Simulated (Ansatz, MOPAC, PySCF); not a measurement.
Complex: CH4 (SMILES C) (first 5 atoms) with CH2O2 (SMILES O=CO); geometry from B3LYP-D3(BJ)/def2-TZVP.
(charge 0, multiplicity 1):
```xyz
10

C     -0.0682     0.0225     0.0979
H      0.1341    -0.2322    -0.9411
H      0.6339    -0.5068     0.7414
H      0.0487     1.0998     0.2224
H     -1.0909    -0.2728     0.3365
O      1.1218    -0.6706     3.5805
C      0.3028     0.0575     4.0643
O     -0.6175     0.7542     3.3803
H      0.1928     0.2548     5.1384
H     -0.4992     0.5630     2.4337
```

Counterpoise-corrected where a basis set is named; no monomer relaxation.

Frozen-core correlation. Rows in 6-31G* carry no dispersion term and start afresh at each structure (6-31G* with six Cartesian d functions). MP2/6-31G* freezes PySCF's default core. The state that AM1 reach isn't checked.

Programs: Ansatz (Gaussian basis) for Hartree–Fock, density functionals and correlated methods; MOPAC for AM1 (differences of heats of formation); PySCF for 6-31G* rows, the dispersion terms. Values without a source in brackets are computed.

Q: One of these levels gives -1.95 kcal/mol for the interaction energy. Which?
A. AM1
B. PBE-D4/def2-TZVPPD
C. MP2/6-31G*
D. B2PLYP-D4/def2-TZVPPD

A: B, PBE-D4/def2-TZVPPD. The others give -1.00 (AM1), -1.49 (B2PLYP-D4/def2-TZVPPD), -0.42 (MP2/6-31G*)

Ansatz is a first-principles code.
